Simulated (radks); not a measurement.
Ionisation of the niobium ion Nb+, [Kr] 4d4, to [Kr] 4d3 as the strength of local exchange is varied. Method: scalar-relativistic Kohn-Sham, Slater X-alpha exchange (alpha = 2/3 is LDA exchange), no correlation, spin-polarised, spherical densities, finite nucleus; open shells are filled with parallel spins first (spin-orbit coupling, left out, can overturn this in heavy ions); Fermi nuclear charge, rms radius 4.324 fm; computed with a radial shooting solver on a logarithmic mesh with Libxc functionals.

\begin{tabular}{lrrrrr}
alpha & E(Nb+) (hartree) & exchange (hartree) & IE (eV) & -e of the level emptied (eV) & <r> of it (bohr) \\ \hline
0.561 & -3794.08043 & -92.75834 & 12.742 & 8.316 (4d) & 2.176 \\
0.667 & -3811.67409 & -110.79416 & 14.121 & 9.484 (4d) & 2.081 \\
0.691 & -3815.66882 & -114.90015 & 14.447 & 9.763 (4d) & 2.061 \\
0.744 & -3824.50522 & -123.99681 & 15.185 & 10.399 (4d) & 2.018 \\
0.789 & -3832.02373 & -131.75197 & 15.831 & 10.961 (4d) & 1.984 \\
0.96 & -3860.72703 & -161.48519 & 18.449 & 13.275 (4d) & 1.865 \\
\end{tabular}

NIST Atomic Spectra Database: 14.320 eV (semi-empirical). The Delta-SCF value meets it near alpha = 0.68. Open shells are spherical and high-spin; term and fine-structure splittings are not resolved.
